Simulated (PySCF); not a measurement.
H$_{3}$AlS$_{2}$, singlet, geometry from GFN2-xTB (such geometries of metal compounds can be far from the true shape), atoms displaced at random by about 0.03 Å a coordinate. Base run: PBE0/STO-3G, gradient (PySCF).

Here is a job for PySCF.
```python
from pyscf import gto, scf, dft

mol = gto.Mole()
mol.atom = '''
    Al   -0.496985   -0.291375    0.323412
    H    -1.618894   -1.057681    0.957862
    S     1.496570   -0.604857    1.070917
    H     1.082916   -1.425999    2.027354
    S    -1.005700    1.021301   -1.365037
    H    -2.282387    0.696353   -1.298924
'''
mol.basis = 'sto-3g'
mol.charge = 0
mol.spin = 0
mol.verbose = 3
mol.build()

mf = dft.RKS(mol)
mf.xc = 'pbe0'
mf.kernel()
g = mf.nuc_grad_method()
grad = g.kernel()
```

The coordinate followed is z of atom 6.

Each row names what was changed in the base input (with any setting that the change needs).

```
change                                                  dE/dx (Eh/bohr)  net force (Eh/bohr)
------------------------------------------------------  ---------------  -------------------
base                                                          -0.001302             0.000072
finite difference step (bohr) = 1e-5; conv_tol = 1e-11        -0.001302                    -
conv_tol = 1e-4                                               -0.001305             0.000072
grids.level = 0; grid_response = on                           -0.001155             0.000000
grids.level = 0; grid_response = off                          -0.001253             0.020523
density fitting = on; auxbasis_response = off                 -0.001303             0.000527
conv_tol = 1e-6                                               -0.001301             0.000072
finite difference step (bohr) = 0.01; conv_tol = 1e-11        -0.001301                    -
grids.level = 5; grid_response = on                           -0.001302             0.000000
conv_tol = 1e-11                                              -0.001302             0.000072
finite difference step (bohr) = 1e-3; conv_tol = 1e-11        -0.001301                    -
finite difference step (bohr) = 0.2; conv_tol = 1e-11         -0.001154                    -
```

The net force is zero for an exact gradient.
